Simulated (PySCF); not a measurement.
**Fractional electron number in Ti (titanium, neutral)**

The 4s beta orbital of [Ar] 3d2 4s2 is emptied in steps (occupation f), with all orbitals relaxed, ending at [Ar] 3d2 4s1. Computed with PySCF 2.14 in aug-pcseg-2 (7s5p4d3f2g, 81 functions), with no relativity, point nucleus. The exact energy is a straight line in f; departures are measured from the line between the end points of the same method.

Among PBE0, r2SCAN, LC-wPBE, which shows the largest delocalisation error (convex curve), and which is closest to linear?

Most convex: r2SCAN (-0.471 eV at f = 0.4); closest to linear: LC-wPBE (0.027 eV).

```tsv
f	PBE0 (eV)	r2SCAN (eV)	LC-wPBE (eV)
1	0.000	0.000	0.000
0.8	-0.288	-0.339	0.022
0.6	-0.432	-0.494	0.030
0.4	-0.430	-0.471	0.027
0.2	-0.283	-0.290	0.016
0	0.000	0.000	0.000
```

| method | E(f=0) − E(f=1) (eV) | −ε at f=1 (eV) | −ε at f=0.4 (eV) |
| --- | --- | --- | --- |
| PBE0 | 6.519 | 4.718 | 6.890 |
| r2SCAN | 6.351 | 4.197 | 6.880 |
| LC-wPBE | 6.347 | 6.489 | 6.306 |

Reference removal energy between the ground levels: 6.828 eV (measured; NIST Atomic Spectra Database, ionization energies). The calculation has no spin-orbit coupling.
